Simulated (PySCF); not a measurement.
All of these have the formula C4H7FO2Si. The calculation used TDDFT B3LYP/def2-SVPD, vertical, gas phase, core orbitals frozen in the response (PySCF 2.14.0, density-fitted response routines). Geometries: GFN2-xTB; one conformer of each isolated species. Triplets are in the Tamm–Dancoff approximation.

A. `CC[Si](F)(C=O)C=O`
B. `O=CC(F)(C=O)C[SiH3]`
C. `C[SiH2]C(F)(C=O)C=O`

Lowest singlet levels (six at most, fewer where fewer were computed) with oscillator strengths:

1. 445 nm (f 0.009); 390 nm (f 0.003); 303 nm (f 0.000); 259 nm (f 0.084); 215 nm (f 0.003); 213 nm (f 0.037); T1 2.14 eV
2. 298 nm (f 0.000); 294 nm (f 0.001); 243 nm (f 0.018); 224 nm (f 0.065); 196 nm (f 0.051); 190 nm (f 0.083); T1 3.63 eV
3. 327 nm (f 0.005); 300 nm (f 0.002); 241 nm (f 0.004); 223 nm (f 0.012); 218 nm (f 0.019); 210 nm (f 0.034); T1 3.25 eV

Problem. Match each spectrum to its molecule.

Solution. 1 = A, 2 = C, 3 = B.
- A: S1 at 2.78 eV, HOMO→LUMO (89%), HOMO-1→LUMO+1 (10%); Löwdin shares by element: HOMO oxygen 52%, carbon 23% or more (atoms not listed hold the other 25%); LUMO carbon 41% or more, oxygen 35% (atoms not listed hold the other 24%); HOMO -6.97 and LUMO -2.86 eV.
- B: S1 at 3.79 eV, HOMO→LUMO (90%); Löwdin shares by element: HOMO oxygen 50%, carbon 20% or more (atoms not listed hold the other 29%); LUMO carbon 42% or more, oxygen 36% (atoms not listed hold the other 22%); HOMO -7.88 and LUMO -2.68 eV.
- C: S1 at 4.16 eV, HOMO→LUMO (52%), HOMO→LUMO+1 (31%), HOMO-1→LUMO+1 (11%); Löwdin shares by element: HOMO oxygen 62%, carbon 21% or more (atoms not listed hold the other 18%); LUMO carbon 40% or more, oxygen 26% or more, silicon 10% (atoms not listed hold the other 24%); HOMO -7.60 and LUMO -1.96 eV.
